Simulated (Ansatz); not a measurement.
```yaml
crystal:
  periodic: [false, false, false]
  atoms:
    - {symbol: Fe, position_ang: [0.029238, -0.002746, -0.025465]}
    - {symbol: O, position_ang: [-0.002200, -0.047179, 1.637124]}
    - {symbol: O, position_ang: [1.503021, 0.014250, -0.586431]}
    - {symbol: O, position_ang: [-0.781199, 1.322105, -0.517596]}
    - {symbol: N, position_ang: [-0.666152, -1.256860, -0.512459]}
basis:
  gaussian: {orbitals: def2-TZVPD, point_charges: [{charge: 2.00, position_ang: [5.714, -0.693, 0.311]}]}
magnetization: {spin_polarized: true, initial_magnetization: 1}
hamiltonian: {xc: {name: CAM-B3LYP}}
scf: {omitted_lower_state_checks: [starts]}
output: {forces: true}
```

```sh
$ ansatz run in.yaml --threads 4 --pin off --events-out ev --progress --plain --max-ram 3916MiB
```

Output, abridged:

```
Functional definition: CAM-B3LYP
1258 factors; their error is unknown
293 factors; integrals over basis functions are off by at most 2.5e-5 eV
mean field evaluation 1: about -41988.8700 eV, gradient 9.9e1 eV
mean field evaluation 2: about -41498.3609 eV, gradient 4.1e2 eV
mean field evaluation 4: about -41950.8399 eV, gradient 1.3e2 eV
mean field evaluation 8: about -42012.8220 eV, gradient 2.1e0 eV
mean field evaluation 16: about -42013.1961 eV, gradient 1.5e-2 eV
mean field -42013.19606368 eV, -1543.9564777732 hartree, gradient 5.8e-6 eV, S^2 1.745494; 0 other end points of the search recorded, 0 dependent functions left out
reference -42013.19619996 eV, -1543.9564827813 hartree; 29, 28 occupied and 176, 177 virtual orbitals, 1258 factors
Total energy: -42013.19619996 eV, -1543.9564827813 hartree
Atom 0 at     0.029238    -0.002746    -0.025465 Å, force     1.937628     1.876906     0.706481 eV/Å
Atom 1 at    -0.002200    -0.047179     1.637124 Å, force    -0.246103     0.194130     0.044490 eV/Å
Atom 2 at     1.503021     0.014250    -0.586431 Å, force     0.648700    -0.226441     0.055755 eV/Å
Atom 3 at    -0.781199     1.322105    -0.517596 Å, force    -0.523957     0.243931     0.173563 eV/Å
Atom 4 at    -0.666152    -1.256860    -0.512459 Å, force    -1.518538    -2.170483    -0.902287 eV/Å
Dipole moment:    -0.684349    -0.133678    -0.024712 e Å
Checks for a lower state left out: starts
```

Hardware: 4 threads of Arm Neoverse V2 on a shared host. Wall time 20 s, peak host memory 1.1 GiB.

The charge 0 doublet is spin-contaminated (final ⟨S²⟩ up to 1.75, 0.75 for a pure state).
